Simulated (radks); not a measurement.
The numbers below are computed, except where a source is named.
Initial-state core-level shifts of the silver ion Ag+ when its valence configuration changes from [Kr] 4d10. Level of theory: scalar-relativistic Kohn-Sham, PBE, spin-polarised, spherical densities, finite nucleus; open shells are filled with parallel spins first (spin-orbit coupling, left out, can overturn this in heavy ions); Fermi nuclear charge, rms radius 4.5454 fm (a radial shooting solver on a logarithmic mesh with Libxc functionals). Shifts are changes of the shell-averaged eigenvalues in eV (positive: less bound); the change of the density at the nucleus, which sets a Mossbauer isomer shift, is in e/bohr^3, on a base of 1.494e+05.

valence	2s	3s	3d	4s	density at nucleus
4d9.5 5s0.5	-2.401	-2.365	-2.376	-2.202	+12.99
4d9 5p1	-6.401	-6.341	-6.360	-6.005	+2.85
4d7.5 5s0.5 5p2	-15.837	-15.562	-15.631	-14.311	+25.14
4d9 5s1	-4.912	-4.829	-4.852	-4.461	+27.94
4d6.5 5s0.5 5p3	-22.961	-22.467	-22.581	-20.321	+33.00
4d8 5s1 5p1	-11.685	-11.483	-11.535	-10.582	+36.07
4d8.5 5s1.5	-7.606	-7.459	-7.498	-6.844	+44.21
4d8 5s2	-10.402	-10.181	-10.236	-9.274	+62.10
4d6.5 5s1.5 5p2	-21.858	-21.344	-21.460	-19.219	+66.64
